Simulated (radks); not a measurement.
Fractional charge and spin in the 5s shell of cadmium: the spin-up occupation runs from 0 to 1 and the spin-down occupation from 0 to 1; the fullest corner is Cd, [Kr] 4d10 5s(up 1, down 1). All-electron calculation, scalar-relativistic Kohn-Sham, PBE, spin-polarised, spherical densities, point nucleus. Program: a radial shooting solver on a logarithmic mesh with Libxc functionals. Energy (eV) minus the two flat planes that join the four corners (they meet along the diagonal where the two added fractions sum to one electron); zero is where a piecewise linear energy would lie.

down \ up       0     0.5       1
0           0.000  -0.982   0.000
0.5        -0.982   0.227  -0.864
1           0.000  -0.864   0.000

Corners above the fullest one (they belong to Cd+ and the next ion): (up 1, down 0) 9.046 eV, (up 0, down 1) 9.046 eV, (up 0, down 0) 26.399 eV. With half an added electron in each spin the energy lies 0.227 eV from the planes (fractional-spin error, the static-correlation error of a stretched bond), and with half an added electron in spin up alone -0.982 eV (fractional-charge error). For a frontier s shell over closed shells the exact functional lies on the planes.
